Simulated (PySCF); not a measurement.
Broadened absorption spectrum of 4-methylspiro(2.4)hepta-4,6-diene

4-methylspiro(2.4)hepta-4,6-diene, C8H10.
SMILES: `C1=C(C)C2(C=C1)CC2`

Theory: TDDFT B3LYP/def2-SVPD, vertical, gas phase, core orbitals frozen in the response in PySCF 2.14.0, density-fitted response routines. Isolated species at its PBE0-D3(BJ)/def2-SVP geometry, gas phase.

Each state is given a Gaussian of 0.5 eV full width at half maximum, with ε(max) = 2.175×10⁸ f / Δν̃ (Δν̃ the width in cm⁻¹). The width is an assumption, not a result. The curve ends short of the highest state used, and states not computed would add to its high-energy end.

```json
{"E (eV)": "3.84", "ε (L mol⁻¹ cm⁻¹)": "9"}
{"E (eV)": "3.92", "ε (L mol⁻¹ cm⁻¹)": "30"}
{"E (eV)": "4.00", "ε (L mol⁻¹ cm⁻¹)": "93"}
{"E (eV)": "4.08", "ε (L mol⁻¹ cm⁻¹)": "246"}
{"E (eV)": "4.16", "ε (L mol⁻¹ cm⁻¹)": "569"}
{"E (eV)": "4.25", "ε (L mol⁻¹ cm⁻¹)": "1229"}
{"E (eV)": "4.33", "ε (L mol⁻¹ cm⁻¹)": "2096"}
{"E (eV)": "4.41", "ε (L mol⁻¹ cm⁻¹)": "3102"}
{"E (eV)": "4.49", "ε (L mol⁻¹ cm⁻¹)": "3984"}
{"E (eV)": "4.57", "ε (L mol⁻¹ cm⁻¹)": "4440"}
{"E (eV)": "4.65", "ε (L mol⁻¹ cm⁻¹)": "4293"}
{"E (eV)": "4.73", "ε (L mol⁻¹ cm⁻¹)": "3601"}
{"E (eV)": "4.81", "ε (L mol⁻¹ cm⁻¹)": "2623"}
{"E (eV)": "4.89", "ε (L mol⁻¹ cm⁻¹)": "1661"}
{"E (eV)": "4.97", "ε (L mol⁻¹ cm⁻¹)": "920"}
{"E (eV)": "5.05", "ε (L mol⁻¹ cm⁻¹)": "460"}
{"E (eV)": "5.13", "ε (L mol⁻¹ cm⁻¹)": "233"}
{"E (eV)": "5.21", "ε (L mol⁻¹ cm⁻¹)": "158"}
{"E (eV)": "5.30", "ε (L mol⁻¹ cm⁻¹)": "183"}
{"E (eV)": "5.38", "ε (L mol⁻¹ cm⁻¹)": "285"}
{"E (eV)": "5.46", "ε (L mol⁻¹ cm⁻¹)": "502"}
{"E (eV)": "5.54", "ε (L mol⁻¹ cm⁻¹)": "917"}
{"E (eV)": "5.62", "ε (L mol⁻¹ cm⁻¹)": "1615"}
{"E (eV)": "5.70", "ε (L mol⁻¹ cm⁻¹)": "2613"}
```

(1) Locate the maxima and give the states behind the curve.

(2) Coming from long wavelengths, where does ε first pass 100 L mol⁻¹ cm⁻¹?

(3) On this curve, what absorbance would a 10⁻³ mol/L sample give at 222 nm over a 1 cm path?

Answers

(1) 270 nm (4.59 eV), ε about 4500, made up of S1 (100%) (ε in L mol⁻¹ cm⁻¹; maxima over ε = 5, shares over 10%). At its high-energy end, 5.70 eV, the curve is still rising (ε about 2600, from S4). The states used: S1 4.59 eV (f 0.083); S2 5.43 eV (f 0.0027); S3 5.90 eV (f 0.0042); S4 5.95 eV (f 0.084); S5 6.08 eV (f 0.0001); S6 6.30 eV (f 0.084).

(2) At about 310 nm (4.01 eV), 0.59 eV below S1.

(3) 222 nm is 5.585 eV, where ε is about 1300 L mol⁻¹ cm⁻¹, so A = ε c l ≈ 1.3 (Beer–Lambert, with the gas-phase spectrum and the assumed width).

The run took 33 s wall on Intel Xeon 6975P-C, one thread, shared host with 192 logical CPUs at a one-minute load of 54, and the process peaked at 1.0 GiB of memory.
